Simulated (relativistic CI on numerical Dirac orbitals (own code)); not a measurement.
## Hyperfine structure of Sn⁴⁸⁺, mass number 119

Computed by Dirac-Coulomb-Breit CI, separate exchange-only KLI orbitals for each configuration, model QED (radiative potential, 1s self-energy scaled to tabulated hydrogen-like ionisation energies), unscaled Slater integrals (own radial code, finite nucleus).

CI space: 1s2, 1s 2s, 1s 2p, 1s 3s, 1s 3p, 1s 3d, 1s 4s, 1s 4p, 1s 4d, 1s 4f, 1s 5s, 1s 5p, 1s 5d, 1s 5f, 1s 5g, 1s 6s, 1s 6p, 1s 6d. Levels of other configurations are missing.

Nuclear spin I = 1/2, μ = -1.0459 μN (tables of Stone and Pyykkö). The electronic factors are computed for point nuclear moments, without core polarisation or the Bohr-Weisskopf and QED corrections.

```
      Level  E (10³ cm⁻¹)  A (GHz)
 1s 2s 3S_1        206842   -45970
1s 2p 3P°_1        207410   -42180
1s 2p 3P°_2        209644   -20720
1s 2p 1P°_1        209907    19430
 1s 3s 3S_1        245801   -42240
1s 3p 3P°_1        245957   -41040
1s 3p 3P°_2        246621   -20460
 1s 3d 3D_2        246685   -20420
```

Levels with J = 0, under 50 % of one LS term, or S terms without an open s electron are left out. Small factors come from cancelling terms and can be off by tens of per cent or more.

At this charge energies of transitions that change n are usually good to better than 1 %, and those within a shell (Δn = 0) to a few per cent.

Problem. Give the hyperfine levels of 1s 2s 3S_1 relative to its centre of gravity.

Solution. With K = F(F + 1) − I(I + 1) − J(J + 1), E = AK/2: F = 1/2: 45970, F = 3/2: -22990 GHz.

LS names give the leading component of a level, which can be under half, so a name can repeat, a term be missing and a line seem to break the LS rules.
